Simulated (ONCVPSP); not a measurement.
## Varying the ONCV potential for platinum (Pt)

Base potential:

Pt, optimised norm-conserving Vanderbilt (ONCV), made with ONCVPSP 4.0.1 (PBEsol, scalar-relativistic). Core [Kr] 4d10 4f14, reference 5s2 5p6 5d9.5 6s0.5. Waves: 5s+6s: rc 1.60 bohr, ncon 4, nbas 8, qcut 8.2 1/bohr, 2 projectors; 5p: rc 1.05 bohr, ncon 5, nbas 9, qcut 6.5 1/bohr, 2 projectors, debl 1.1 Ha; 5d: rc 2.35 bohr, ncon 4, nbas 9, qcut 6.3 1/bohr, 2 projectors, debl 2.4 Ha. Local part: polynomial inside 0.85 bohr (lpopt 5, dvloc0 0 Ha). Core correction: none.

In the p channel the program set the typed energies aside and used -2.016, 0.250 Ha.

All-electron outer shells of the reference configuration (PBEsol, scalar-relativistic, ld1.x):

| shell | level (eV) | outermost node (bohr) | outermost maximum (bohr) |
| --- | --- | --- | --- |
| 5s | -100.62 | 0.49 | 0.87 |
| 4f | -68.84 | – | 0.38 |
| 5p | -54.85 | 0.53 | 0.98 |
| 6s | -5.29 | 1.14 | 2.41 |
| 5d | -5.29 | 0.57 | 1.28 |

Cutoffs, loose and tight: the cutoffs (Ha) at which the residual kinetic energy of the hardest occupied pseudo-wave falls to 1 and 0.1 mHa per electron. They do not see the model core or the augmentation charge, which bear on the density cutoff. Test errors are all-electron minus pseudo excitation energies from the reference, over the configurations 5s2 5p6 5d9 6s1; 5s2 5p6 5d9 6s0; 5s2 5p6 5d8 6s0; 5s2 5p6 5d8 6s2. A dash means not determined; rows that change the core or the reference have their own tests.

A true bound ghost makes a file unfit for plane-wave use even where its test errors are small: the radial tests pick states by their node count and pass the ghost by.

```tsv
change	outcome	cutoff, loose	cutoff, tight	bound ghosts	GHOST(+) flags above zero	largest test error (meV)
base	generated, projector energies reset by the program	182 Ha	224 Ha	s	p, d	+26
d: rc 1.7	generated, projector energies reset by the program	182 Ha	224 Ha	s	p	-4.8
d: rc 2.32	generated, projector energies reset by the program	182 Ha	224 Ha	s	p, d	+24
d: rc 2.5	generated, projector energies reset by the program	182 Ha	224 Ha	s	p, d	+40
d: rc 3.14	generated, projector energies reset by the program	182 Ha	224 Ha	s	p, d	+124
d: rc 3.32	generated, projector energies reset by the program	182 Ha	224 Ha	s	p, d	+153
```

(1) What comes out with this change to the base: d: rc 2.8?

(2) What comes out with this change to the base: d: rc 2.02?

Answers

(1) outcome: generated, projector energies reset by the program; cutoff, loose: 182 Ha; cutoff, tight: 224 Ha; bound ghosts: s; GHOST(+) flags above zero: p, d; largest test error (meV): +75.

(2) outcome: generated, projector energies reset by the program; cutoff, loose: 182 Ha; cutoff, tight: 224 Ha; bound ghosts: s, d; GHOST(+) flags above zero: p; largest test error (meV): +8.9.

Reading the sweep of the d radius (base included, trends over the rows without a ghost): Bound ghosts are found at 1.7, 2.02, 2.32, 2.35, 2.5, 2.8, 3.14, 3.32 bohr. Every judged row has one, so this setting neither creates nor removes them.
